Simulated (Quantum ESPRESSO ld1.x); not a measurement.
All-electron atom: Se XXX in [He] 2s2 2p1 (the NIST ground configuration). Calculated with ld1.x of Quantum ESPRESSO 7.5: scalar-relativistic Kohn-Sham, LDA (Slater exchange, Perdew-Zunger correlation), spin-polarised, spherical densities, point nucleus; open shells are filled with parallel spins first.

Normalised radial functions P(r) = r R(r), r in bohr:

```
   r/bohr * 2s up, o 2p up, + 2p down (the largest magnitude, 2.49, reaches the edge; | marks zero, & curves that meet)
 0.001789                             &  *
 0.001969                             &  *
 0.002167                             &  *
 0.002385                             &  *
 0.002626                             &   *
  0.00289                             &   *
 0.003182                             &   *
 0.003502                             &    *
 0.003855                             &    *
 0.004244                             &     *
 0.004671                             &     *
 0.005142                             &      *
  0.00566                             &      *
  0.00623                             |&      *
 0.006858                             |&      *
 0.007549                             |&       *
 0.008309                             |&       *
 0.009147                             |&        *
  0.01007                             |&         *
  0.01108                             |&         *
   0.0122                             | &         *
  0.01343                             | &         *
  0.01478                             | &          *
  0.01627                             |  &         *
  0.01791                             |  &          *
  0.01972                             |   &         *
   0.0217                             |    &        *
  0.02389                             |    &        *
   0.0263                             |     &       *
  0.02894                             |      &     *
  0.03161                             |       &   *
  0.03479                             |        & *
   0.0383                             |         *&
  0.04216                             |       *   &
   0.0464                             |     *       &
  0.05108                             |   *          &
  0.05623                             |*               &
  0.06189                           * |                  &
  0.06813                        *    |                   &
  0.07499                    *        |                     &
  0.08255                 *           |                      &
  0.09087              *              |                        &
      0.1          *                  |                         &
   0.1101       *                     |                          &
   0.1212     *                       |                          &
   0.1334   *                         |                          &
   0.1468  *                          |                         &
   0.1616  *                          |                        &
   0.1779   *                         |                      &
   0.1959    *                        |                    &
   0.2156      *                      |                  &
   0.2373         *                   |               &
   0.2612            *                |            o+
   0.2875               *             |          &
   0.3165                  *          |       &
   0.3484                     *       |     &
   0.3835                       *     |   &
   0.4222                         *   |  &
   0.4647                           * | &
   0.5115                            *|&
   0.5631                            *|&
   0.6198                             &
```

2s up: eigenvalue -3323.5 eV, 1 radial node at r = 0.0584 bohr, <r> = 0.183 bohr, 90 % of the charge inside 0.279 bohr. 2p up: eigenvalue -3202.2 eV, 0 radial nodes, <r> = 0.156 bohr, 90 % of the charge inside 0.252 bohr. 2p down (empty): eigenvalue -3182.4 eV, 0 radial nodes, <r> = 0.157 bohr, 90 % of the charge inside 0.252 bohr.
